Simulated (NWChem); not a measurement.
System: silicon dioxide molecule (SiO2); SMILES O=[Si]=O

Input file for NWChem:

```
start job
memory heap 200 mb stack 900 mb global 1100 mb
geometry units angstroms noautoz
  O      0.000000     0.000000    -1.518369
  Si     0.000000     0.000000     0.000000
  O      0.000000     0.000000     1.518369
end
basis spherical
  * library def2-tzvpd
end
dft
  xc b3lyp
  iterations 150
  mulliken
end
task dft energy
```

The geometry was optimised at PBE0/def2-SVP.

Predict the main results of this run. (B3LYP/def2-TZVPD.) Quantities: energy (Ha); highest occupied level (eV); orbital gap (eV).


```yaml
energy (Ha): -440.05
highest occupied level (eV): -9.72
orbital gap (eV): 5.77
```
